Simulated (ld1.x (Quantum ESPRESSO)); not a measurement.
## Reading a pseudo-wave (selenium (Se))

Columns: radius, all-electron u(r) and pseudo u(r) of the 4p shell (level -15.41 eV) of selenium in the configuration [Ar] 3d10 4s2 4p3; PBE, scalar-relativistic, TM scheme, ld1.x (Quantum ESPRESSO) 7.5.

| r (bohr) | all-electron | pseudo |
| --- | --- | --- |
| 0.098 | 0.2056 | 0.0047 |
| 0.195 | 0.0364 | 0.0184 |
| 0.292 | -0.2079 | 0.0411 |
| 0.390 | -0.3287 | 0.0730 |
| 0.488 | -0.3167 | 0.1136 |
| 0.585 | -0.2205 | 0.1619 |
| 0.682 | -0.0837 | 0.2177 |
| 0.780 | 0.0662 | 0.2805 |
| 0.878 | 0.2105 | 0.3482 |
| 0.975 | 0.3388 | 0.4179 |
| 1.072 | 0.4488 | 0.4876 |
| 1.170 | 0.5405 | 0.5547 |
| 1.268 | 0.6134 | 0.6153 |
| 1.365 | 0.6683 | 0.6659 |
| 1.463 | 0.7082 | 0.7055 |
| 1.560 | 0.7342 | 0.7326 |
| 1.658 | 0.7485 | 0.7479 |
| 1.755 | 0.7526 | 0.7525 |
| 1.852 | 0.7484 | 0.7484 |
| 1.950 | 0.7372 | 0.7372 |
| 2.047 | 0.7206 | 0.7206 |
| 2.145 | 0.6994 | 0.6994 |
| 2.242 | 0.6751 | 0.6751 |
| 2.340 | 0.6482 | 0.6482 |
| 2.438 | 0.6196 | 0.6196 |
| 2.535 | 0.5902 | 0.5902 |

Task: How many radial nodes do the two functions have?

Result: The all-electron 4p function has n − l − 1 = 2; the pseudo-wave has 0, since the states of the same l below it are removed with the core.

Task: At about which radius was the pseudo-wave matched?

Result: 1.95 bohr. The columns agree to 0.0005 from 1.75 bohr on; several derivatives are matched, so the curves merge somewhat inside the radius.

Task: Where does each function peak?

Result: Outermost all-electron maximum near 1.75 bohr, pseudo maximum near 1.75 bohr (to the table’s step).

Task: Is the pseudo-wave norm-conserving?

Result: Yes: the TM scheme keeps the norm inside the radius equal to the all-electron one, which fixes the energy derivative of the logarithmic derivative at the level.
